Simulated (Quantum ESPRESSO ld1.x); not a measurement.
The numbers below are computed, except where a source is named.
Tc, configuration [Kr] 4d5 5s1 4f1 (not the ground configuration). Code: ld1.x of Quantum ESPRESSO 7.5. Model: scalar-relativistic Kohn-Sham, PW91, spin-unpolarised, spherical densities, point nucleus.

Unscreened Slater integrals over Kohn-Sham orbitals (cm^-1).

integral,value
"F0(4f,4f)",11745
"F2(4f,4f)",6724.3
"F4(4f,4f)",4555.2
"F6(4f,4f)",3397.5
"F0(4f,5s)",14509
"G3(4f,5s)",89.877
"F0(4f,4d)",14517
"F2(4f,4d)",339.86
"F4(4f,4d)",37.148
"G1(4f,4d)",21.955
"G3(4f,4d)",12.094
"G5(4f,4d)",8.1610
"F0(4f,4p)",14518
"F2(4f,4p)",160.74
"G2(4f,4p)",2.5642
"G4(4f,4p)",1.6326
"F0(5s,5s)",65127
"F0(5s,4d)",78187
"G2(5s,4d)",16137
"F0(5s,4p)",82113
"G1(5s,4p)",5479.8
"F0(4d,4d)",119760
"F2(4d,4d)",58948
"F4(4d,4d)",38168
"F0(4d,4p)",138510
"F2(4d,4p)",66247
"G1(4d,4p)",81898
"G3(4d,4p)",49706
"F0(4p,4p)",168670
"F2(4p,4p)",88512

Derived for the open shells (J is the average intra-shell exchange parameter used in DFT+U). 4d: Racah B = F2/49 - 5 F4/441 = 770.3 cm^-1, C = 35 F4/441 = 3029 cm^-1, C/B = 3.93, F4/F2 = 0.647, J = (F2 + F4)/14 = 6937 cm^-1. 4f: F4/F2 = 0.677, F6/F2 = 0.505, J = (286 F2 + 195 F4 + 250 F6)/6435 = 568.9 cm^-1.
